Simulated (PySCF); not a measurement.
The numbers are results of PBE-D3(BJ)/def2-TZVP // B3LYP-D3(BJ)/def2-TZVP (PySCF), not measurements. All species are isolated molecules in the gas phase. One relaxed conformer stands for a flexible species; it need not be the lowest. Excitations are Tamm–Dancoff values on a coarser integration grid. The basis has no diffuse functions, so Rydberg states are missing or too high.

Reference species (SMILES): `SB(S)S` (neutral, multiplicity 1).

The S1 excitation (TDA) is 4.86 eV and the S1 oscillator strength is 0.000. The T1 excitation (TDA) is 4.45 eV.

Changed species: `FB(S)S` (S–B–S–H torsion -180°, S–B–S–H torsion 180°) (2 of 3 F replaced by SH; the reference has 3 of 3 F replaced by SH).

Predict the effect on the S1 excitation (TDA), S1 oscillator strength and T1 excitation (TDA).

the S1 excitation (TDA) increases by 0.70 eV, to 5.56 eV; the S1 oscillator strength is nearly the same; the T1 excitation (TDA) rises by 0.40 eV, to 4.85 eV.
